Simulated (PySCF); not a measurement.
# Ionisation energy along the 3-electron series

Calculated with PySCF 2.14 and a two-component X2C-1e Hamiltonian (Gaussian nucleus, no Breit or QED terms), each ion in its own even-tempered basis scaled to its charge; GMP2 freezes nothing and drops the highest virtual spinors. Values in eV. NIST values: (m) measured, (s) semi-empirical, (t) theoretical.

```csv
ion,configuration,GHF (screened spin-orbit),GMP2 (screened spin-orbit),NIST
Ti¹⁹⁺,[He] 2s1,1425.5,1425.7,1425.3 (t)
Cr²¹⁺,[He] 2s1,1721.6,1721.7,1721.2 (t)
Mn²²⁺,[He] 2s1,1880.3,1880.5,1879.9 (t)
```

Question: Fill in the row of V²⁰⁺.

Answer: configuration: [He] 2s1; GHF (screened spin-orbit): 1570.0; GMP2 (screened spin-orbit): 1570.1; NIST: 1569.7 (t).
